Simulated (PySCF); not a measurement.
PySCF input file for C4H10OSi, SMILES C/C=C/OC[SiH3], PBE-D3(BJ)/def2-SVP. Coordinates come from a PBE-D3(BJ)/def2-SVP optimisation. The structure was generated by enumeration; whether it is a known compound was not checked. Other conformers were not sampled.

```python
import numpy as np
from pyscf import gto, scf, dft, df
from pyscf.hessian import thermo

mol = gto.M(
    atom='''
    C     3.64239168   -0.36175457   -0.41758486
    C     2.29972997   -0.32417663    0.24625320
    C     1.14980563   -0.05332319   -0.40181854
    O    -0.05855517   -0.01189597    0.23358379
    C    -1.19363742    0.21024985   -0.59488394
    Si   -2.74559971    0.24361146    0.51518206
    H     4.13137429   -1.35416243   -0.30398945
    H     4.34275429    0.38084464    0.02410569
    H     3.57070317   -0.14726904   -1.50342200
    H     2.23973637   -0.52572404    1.32963538
    H     1.12436516    0.15847466   -1.48894567
    H    -1.11009504    1.17597367   -1.15074049
    H    -1.30115839   -0.59291963   -1.36402864
    H    -2.89822365   -1.06888731    1.22911695
    H    -3.94423378    0.47790506   -0.36511232
    H    -2.63812403    1.35439901    1.52036634
    ''',
    basis='def2-SVP',
    charge=0,
    spin=0,
    max_memory=1600,
    verbose=3,
)
mf = dft.RKS(mol, xc='pbe').density_fit(auxbasis='def2-universal-jkfit')
mf.disp = 'd3bj'
mf.grids.level = 3
mf.conv_tol = 1e-11
mf.max_cycle = 100
mf.kernel()

# [left out here: the lines that compute and print the analytic Hessian (its translational invariance restored by hand, since the grid's response is missing), thermochemistry and intensities]
```

Log of the run:

```
converged SCF energy = -522.406639117607

WARN: DFTD3 does not support analytical Hessian, using finite difference


WARN: Mole.unit (angstrom) is changed to Bohr

Mode                                 0                   1                   2
Irrep
Freq [cm^-1]                       16.2687             46.8913            106.3845
Reduced mass [au]                   1.5903              4.4356              3.4304
Force const [Dyne/A]                0.0002              0.0057              0.0229
Char temp [K]                      23.4071             67.4661            153.0636
Normal mode                   x     y     z       x     y     z       x     y     z
       0   C                 0.00  0.01  0.00    0.01  0.12  0.01    0.00 -0.01  0.11
       1   C                -0.01 -0.10 -0.02    0.00 -0.01 -0.00   -0.05  0.00 -0.00
       2   C                 0.01  0.09  0.02   -0.01 -0.05 -0.00   -0.01  0.01 -0.07
       3   O                 0.01  0.05  0.01   -0.02 -0.17 -0.02   -0.03  0.02 -0.10
       4   C                -0.01 -0.09 -0.01   -0.01 -0.05 -0.01   -0.04  0.01 -0.08
       5  Si                 0.00  0.01 -0.00    0.01  0.07  0.01    0.06 -0.01  0.06
       6   H                -0.02 -0.02 -0.20    0.08  0.14 -0.05   -0.02 -0.02  0.16
       7   H                 0.01 -0.09  0.17   -0.04  0.13  0.08   -0.03 -0.02  0.18
       8   H                 0.03  0.25  0.04    0.02  0.19  0.03    0.10 -0.01  0.11
       9   H                -0.04 -0.34 -0.07   -0.00 -0.08 -0.02   -0.14  0.00 -0.01
      10   H                 0.04  0.33  0.06   -0.00  0.02  0.01    0.03  0.02 -0.07
      11   H                -0.04 -0.17 -0.14    0.07 -0.05  0.02   -0.07  0.02 -0.08
      12   H                 0.01 -0.20  0.10   -0.08 -0.02 -0.03   -0.07  0.01 -0.08
      13   H                 0.05  0.11  0.18   -0.10  0.08  0.01    0.17 -0.02  0.07
      14   H                -0.01 -0.15 -0.02    0.02  0.17  0.02   -0.06 -0.03  0.21
      15   H                -0.03  0.15 -0.16    0.11  0.06  0.01    0.17 -0.02  0.06
Mode                                 3                   4                   5
Irrep
Freq [cm^-1]                      163.8025            196.3688            221.6456
Reduced mass [au]                   1.1901              1.2915              3.3532
Force const [Dyne/A]                0.0188              0.0293              0.0971
Char temp [K]                     235.6753            282.5310            318.8987
Normal mode                   x     y     z       x     y     z       x     y     z
       0   C                 0.00  0.01  0.00   -0.01 -0.04 -0.01    0.10 -0.02  0.06
       1   C                 0.00 -0.01 -0.00    0.01  0.12  0.02    0.03  0.01 -0.08
       2   C                -0.00 -0.02 -0.00    0.00  0.01  0.00    0.03  0.01 -0.10
       3   O                -0.01 -0.06 -0.01   -0.01 -0.04 -0.01    0.05 -0.00 -0.03
       4   C                 0.01  0.09  0.01   -0.00 -0.02 -0.01   -0.02 -0.01  0.08
       5  Si                -0.00 -0.00 -0.00    0.00  0.00 -0.00   -0.09  0.01  0.02
       6   H                 0.01  0.01 -0.01   -0.31 -0.24 -0.37    0.06 -0.04  0.13
       7   H                -0.01  0.01  0.01    0.23 -0.42  0.24    0.06 -0.05  0.16
       8   H                 0.00  0.02  0.00    0.04  0.35  0.07    0.25 -0.02  0.05
       9   H                 0.00 -0.01  0.00    0.02  0.19  0.04   -0.05  0.03 -0.08
      10   H                -0.00 -0.02 -0.00   -0.01 -0.09 -0.01   -0.01  0.00 -0.09
      11   H                 0.05  0.15  0.13    0.01 -0.01  0.00   -0.07 -0.01  0.07
      12   H                -0.01  0.18 -0.09   -0.01 -0.01 -0.01   -0.07  0.00  0.07
      13   H                 0.34  0.13  0.32   -0.00  0.01  0.01   -0.19  0.02  0.02
      14   H                -0.06 -0.52 -0.06   -0.00  0.00  0.01    0.02  0.01 -0.12
      15   H                -0.30  0.27 -0.27    0.02  0.01 -0.01   -0.19  0.02  0.02
Mode                                 6                   7                   8
Irrep
Freq [cm^-1]                      277.0287            390.6158            469.4164
Reduced mass [au]                   2.4598              4.0350              2.5439
Force const [Dyne/A]                0.1112              0.3627              0.3303
Char temp [K]                     398.5826            562.0091            675.3856
Normal mode                   x     y     z       x     y     z       x     y     z
       0   C                -0.00 -0.07 -0.01   -0.03 -0.00  0.03   -0.13  0.01  0.01
       1   C                 0.01  0.08  0.01   -0.08  0.03 -0.10   -0.06 -0.00  0.07
       2   C                 0.02  0.16  0.02   -0.09  0.01 -0.06    0.04  0.01 -0.07
       3   O                -0.01 -0.10 -0.01   -0.01 -0.02  0.10    0.08 -0.00 -0.07
       4   C                -0.00 -0.03 -0.00    0.05 -0.01  0.07    0.04 -0.01  0.07
       5  Si                -0.00  0.00  0.00    0.07 -0.00 -0.04    0.02 -0.00  0.01
[...]
Mode                                33                  34                  35
Irrep
Freq [cm^-1]                     2181.8547           2188.8058           2903.1029
Reduced mass [au]                   1.0409              1.0518              1.0554
Force const [Dyne/A]                2.9195              2.9689              5.2408
Char temp [K]                    3139.2031           3149.2042           4176.9187
Normal mode                   x     y     z       x     y     z       x     y     z
       0   C                -0.00  0.00 -0.00   -0.00 -0.00  0.00    0.00 -0.00 -0.00
       1   C                 0.00 -0.00  0.00   -0.00 -0.00 -0.00    0.00 -0.00 -0.00
       2   C                -0.00  0.00 -0.00   -0.00 -0.00  0.00   -0.00  0.00 -0.00
       3   O                -0.00  0.00 -0.00   -0.00 -0.00 -0.00    0.00 -0.00  0.00
       4   C                 0.00 -0.00  0.00    0.00  0.00  0.00   -0.00 -0.01  0.06
       5  Si                 0.01 -0.00  0.03    0.00  0.04  0.00    0.00 -0.00  0.00
       6   H                -0.00 -0.00  0.00    0.00  0.00  0.00   -0.01  0.01 -0.00
       7   H                -0.00  0.00  0.00   -0.00  0.00  0.00   -0.01 -0.01 -0.01
       8   H                 0.00  0.00 -0.00   -0.00  0.00  0.00    0.00 -0.00  0.01
       9   H                -0.00  0.00  0.00    0.00  0.00  0.00   -0.00 -0.00  0.00
      10   H                 0.00 -0.00 -0.00   -0.00  0.00  0.00    0.01 -0.01  0.03
      11   H                -0.00 -0.00  0.00    0.00  0.00 -0.01    0.06  0.61 -0.32
      12   H                -0.00  0.00  0.00   -0.00  0.00  0.01   -0.06 -0.50 -0.45
      13   H                 0.07  0.56 -0.29   -0.07 -0.61  0.34    0.00  0.00 -0.00
      14   H                -0.27  0.05 -0.19    0.00  0.01  0.00   -0.01  0.00 -0.00
      15   H                -0.05 -0.50 -0.43   -0.05 -0.50 -0.46    0.00 -0.00 -0.00
Mode                                36                  37                  38
Irrep
Freq [cm^-1]                     2947.1192           2951.9277           3009.2954
Reduced mass [au]                   1.0381              1.1057              1.1012
Force const [Dyne/A]                5.3125              5.6768              5.8755
Char temp [K]                    4240.2484           4247.1667           4329.7060
Normal mode                   x     y     z       x     y     z       x     y     z
       0   C                -0.05  0.00  0.01   -0.00  0.00  0.00    0.01  0.09  0.02
       1   C                 0.00 -0.00  0.00    0.00  0.00  0.00    0.00 -0.00 -0.00
       2   C                 0.00  0.00 -0.00   -0.00 -0.00 -0.00    0.00  0.00  0.00
       3   O                -0.00  0.00  0.00   -0.00 -0.00 -0.00   -0.00 -0.00 -0.00
       4   C                 0.00 -0.00  0.00    0.01  0.09  0.01    0.00  0.00  0.00
       5  Si                 0.00 -0.00 -0.00    0.00  0.00  0.00    0.00  0.00  0.00
       6   H                 0.25 -0.55  0.07    0.00 -0.00  0.00    0.30 -0.60  0.08
       7   H                 0.38  0.42  0.25    0.00  0.00  0.00   -0.42 -0.44 -0.28
       8   H                -0.04  0.09 -0.44   -0.00  0.00 -0.00    0.00  0.02 -0.01
       9   H                -0.00  0.00 -0.01   -0.00 -0.00 -0.00   -0.00 -0.00 -0.00
      10   H                -0.00 -0.00  0.02   -0.00  0.00  0.00   -0.00  0.00 -0.00
      11   H                 0.00  0.02 -0.01   -0.07 -0.57  0.33    0.00 -0.00  0.00
      12   H                -0.00 -0.01 -0.01   -0.05 -0.49 -0.47   -0.00 -0.00 -0.00
      13   H                -0.00 -0.00  0.00   -0.00 -0.01  0.00   -0.00 -0.00  0.00
      14   H                -0.00  0.00 -0.00   -0.00 -0.00 -0.00   -0.00 -0.00 -0.00
      15   H                -0.00  0.00  0.00    0.00 -0.00 -0.00   -0.00 -0.00 -0.00
Mode                                39                  40                  41
Irrep
Freq [cm^-1]                     3047.5229           3049.7195           3096.8274
Reduced mass [au]                   1.0919              1.1011              1.0899
Force const [Dyne/A]                5.9750              6.0338              6.1582
Char temp [K]                    4384.7070           4387.8673           4455.6451
Normal mode                   x     y     z       x     y     z       x     y     z
       0   C                 0.01 -0.00  0.01   -0.03  0.02 -0.08    0.01 -0.00  0.01
       1   C                 0.01 -0.00  0.00   -0.00 -0.00  0.01    0.00 -0.02  0.08
       2   C                -0.01  0.02 -0.08   -0.00  0.00 -0.01   -0.01  0.00 -0.00
       3   O                -0.00  0.00 -0.00    0.00  0.00  0.00    0.00 -0.00  0.00
       4   C                -0.00 -0.00 -0.00   -0.00 -0.00 -0.00    0.00 -0.00 -0.00
       5  Si                -0.00 -0.00  0.00   -0.00 -0.00  0.00    0.00 -0.00  0.00
       6   H                -0.02  0.05 -0.00    0.12 -0.27  0.02   -0.02  0.04 -0.00
       7   H                -0.03 -0.04 -0.02    0.18  0.20  0.11   -0.03 -0.03 -0.02
       8   H                -0.01  0.02 -0.11    0.06 -0.16  0.81   -0.01  0.02 -0.11
       9   H                -0.00 -0.00  0.02    0.00  0.02 -0.13    0.04  0.17 -0.93
      10   H                 0.03 -0.18  0.92    0.01 -0.03  0.13    0.00  0.00 -0.00
      11   H                 0.00 -0.02  0.01    0.00 -0.00  0.00   -0.00  0.00 -0.00
      12   H                 0.01  0.02  0.02    0.00  0.00  0.00   -0.00 -0.00 -0.00
      13   H                -0.00 -0.00  0.00   -0.00 -0.00  0.00   -0.00  0.00 -0.00
      14   H                 0.00 -0.00 -0.00    0.00 -0.00 -0.00    0.00  0.00 -0.00
      15   H                -0.00  0.00  0.00   -0.00  0.00  0.00   -0.00 -0.00 -0.00
temperature 298.1500 [K]
pressure 101325.00 [Pa]
Rotational constants [GHz] 15.97990 0.87905 0.85082
Symmetry number 1
Zero-point energy (ZPE) 0.12303 [Eh]   323023.697 [J/mol]
                           tot       elec      trans        rot        vib
Entropy [J/mol/K]       400.313      0.000    166.452    115.849    118.012
Cv [J/mol/K]            130.291      0.000     12.472     12.472    105.347
Cp [J/mol/K]            138.605      0.000     20.786     12.472    105.347
Internal energy [J/mol]                      3718.434   3718.434 339584.174
Internal energy [Eh]   -522.27447  -522.40664
Enthalpy [J/mol]                             6197.391   3718.434 339584.174
Enthalpy [Eh]          -522.27352
Gibbs free energy [J/mol]                  -43430.409 -30821.839 304398.799
Gibbs free energy [Eh] -522.31898
mode   freq/cm-1   IR/(km/mol)
   1       16.27         0.181
   2       46.89         1.046
   3      106.38         0.072
   4      163.80         1.178
   5      196.37         1.181
   6      221.65         0.609
   7      277.03         0.020
   8      390.62        11.394
   9      469.42         3.584
  10      493.28         8.932
  11      602.01        24.781
  12      742.99        18.124
  13      771.20         8.504
  14      837.08        28.050
  15      879.20       248.382
  16      906.27        22.176
  17      907.21         1.656
  18      910.78        46.124
  19      915.74        31.720
  20     1006.67         0.068
  21     1024.02        14.294
  22     1114.18         3.063
  23     1192.13         5.152
  24     1204.54       353.483
  25     1226.69       118.848
  26     1253.75         1.586
  27     1299.85         7.828
  28     1352.07         0.921
  29     1397.54         6.161
  30     1409.74        32.594
  31     1418.95         4.444
  32     1710.48       100.535
  33     2164.43        86.672
  34     2181.85        74.842
  35     2188.81        96.624
  36     2903.10        66.295
  37     2947.12        48.269
  38     2951.93        26.725
  39     3009.30        17.618
  40     3047.52        19.713
  41     3049.72        18.533
  42     3096.83        11.495
max |gradient| / (hartree/bohr): 4.502715565716953e-05
APT charges: [ 0.0827 -0.1722  0.5633 -0.9462  0.35    1.0054 -0.0348 -0.0357 -0.0112
  0.0292  0.0069 -0.062  -0.0631 -0.2319 -0.2483 -0.2322]
```

The calculation finished and met its thresholds.
